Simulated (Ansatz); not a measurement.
Input file for F₂H₄Si₂ (`F[SiH2][SiH2]F`):

```yaml
crystal:
  periodic: [false, false, false]
  atoms:
    - {symbol: F, position_ang: [-0.588512, 1.750408, -1.308259]}
    - {symbol: Si, position_ang: [0.112233, 0.315239, -1.128830]}
    - {symbol: Si, position_ang: [-0.112441, -0.315351, 1.128742]}
    - {symbol: F, position_ang: [0.589746, -1.749764, 1.308566]}
    - {symbol: H, position_ang: [-0.562573, -0.645577, -2.038712]}
    - {symbol: H, position_ang: [1.538220, 0.444440, -1.524087]}
    - {symbol: H, position_ang: [0.561524, 0.646484, 2.038143]}
    - {symbol: H, position_ang: [-1.538197, -0.445859, 1.524457]}
basis:
  gaussian: {orbitals: def2-TZVPP}
correlation: {method: ccsd_t}
```

```sh
$ ansatz run in.yaml --threads 2 --pin off --events-out ev --progress --plain --max-ram 32768MiB --backend cuda --devices 0, --max-vram 18GiB
```

Output of Ansatz, abridged:

```
Functional definition: HF
1203 factors; integrals over basis functions are off by at most 7.2e-4 eV
mean field evaluation 1: about -21202.9255 eV, gradient 3.7e1 eV
mean field evaluation 2: about -21203.1334 eV, gradient 3.7e1 eV
mean field evaluation 4: about -21205.9409 eV, gradient 2.8e0 eV
mean field evaluation 8: about -21205.9927 eV, gradient 1.2e-1 eV
mean field -21205.99283284 eV, -779.3058626688 hartree, gradient 7.3e-6 eV, S^2 0.000000; 0 other end points of the search recorded, 0 dependent functions left out
12 core orbitals not correlated: weight in the atoms' cores, before any rotation towards them, 1.000 or more for the frozen orbitals, at most 0.000 for the correlated occupied ones
reference -21205.99283284 eV, -779.3058626688 hartree; 13, 13 occupied and 177, 177 virtual orbitals, 1203 factors
second order -20.18355314 eV of doubles, -0.00000000 eV of singles
cycle   1  -20.54904703 eV  change   -3.7e-1 eV  update   1.0e-1
cycle   2  -21.04023881 eV  change   -4.9e-1 eV  update   3.0e-2
cycle   3  -21.16258654 eV  change   -1.2e-1 eV  update   1.5e-2
cycle   4  -21.14800305 eV  change    1.5e-2 eV  update   2.9e-3
cycle   5  -21.14658419 eV  change    1.4e-3 eV  update   1.2e-3
cycle   6  -21.14735883 eV  change   -7.7e-4 eV  update   3.4e-4
cycle   7  -21.14717673 eV  change    1.8e-4 eV  update   1.1e-4
cycle   8  -21.14710240 eV  change    7.4e-5 eV  update   3.2e-5
cycle   9  -21.14711297 eV  change   -1.1e-5 eV  update   1.2e-5
perturbative correction -0.60630627 eV, -0.0222813445 hartree
Total energy: -21227.74625208 eV, -780.1052860807 hartree
```

It took 4.5 s on 2 threads of an AMD EPYC 7R13 on a shared host and a share of an NVIDIA H100 80 GB, with 0.78 GiB of host memory at the peak.

The correlation energy is -21.753 eV, 2.8 % of it from (T); the T1 diagnostic reads 0.0120.
